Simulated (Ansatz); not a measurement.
`C[CH](C)[Sn][F]` + H–F → `[F][Sn][F]` + `CCC` at 500 K and 1 bar (ligand exchange at the Sn–C bond).

Computed with Ansatz on PBE0-D4/def2-TZVP structures; ΔE is electronic, products minus reactants. CBS: MP2 limit from def2 TZ/QZ plus the TZ coupled-cluster correction, frozen cores. This one scheme is used for every species. def2 core potentials past Kr. For Sn outer-core shells are correlated without core-valence functions, which leaves a few kJ/mol of doubt a bond. Each species was taken in one conformer, which may not be the lowest.

| species | CCSD(T)/CBS energy (Eh) | H − E (kJ/mol) | S (J/(mol·K)) |
| --- | --- | --- | --- |
| `C[CH](C)[Sn][F]` | -432.22802 | 295.0 | 439.2 |
| H–F | -100.39570 | 39.4 | 188.7 |
| `[F][Sn][F]` | -413.70076 | 31.2 | 309.0 |
| `CCC` | -118.98051 | 304.1 | 314.1 |

H − E and S are ideal-gas, rigid-rotor, harmonic terms from PBE0-D4/def2-TZVP, for one conformer and one mirror image of each species. 1 Eh = 2625.50 kJ/mol, R = 8.31446 J/(mol·K).

Problem. By hand: ΔE, ΔH, ΔS and ΔG.

Solution. ΔE = (-413.70076) + (-118.98051) − (-432.22802) − (-100.39570) = -0.05755 Eh = -151.1 kJ/mol. Δ(H − E) = 31.2 + 304.1 − 295.0 − 39.4 = 0.9, so ΔH = -150.2 kJ/mol. ΔS = 309.0 + 314.1 − 439.2 − 188.7 = -4.8 J/(mol·K). ΔG = -150.2 − 500 × (-4.8)/1000 = -147.8 kJ/mol.

Problem. By hand: the equilibrium constant, and the temperature at which ΔG would vanish if ΔH and ΔS stayed fixed.

Solution. log₁₀ K = −ΔG/(RT ln 10) = 15.4. ΔG = 0 at ΔH/ΔS = 31292 K, far beyond where these terms or the molecules hold.

The number of gas molecules stays the same, so ΔS is small and ΔH decides. A doubt of 5 kJ/mol in ΔE shifts log₁₀ K by 0.5 here. Other conformers and mirror images would add mixing entropy, several J/(mol·K) or more a flexible species. Modes under 60 cm⁻¹, often nearly free rotors, make the harmonic entropy too high. These are equilibria of isolated gas molecules and say nothing of rates. Largest T1 diagnostic: 0.017 (customary marks: 0.02 for closed shells, 0.045 for open ones).
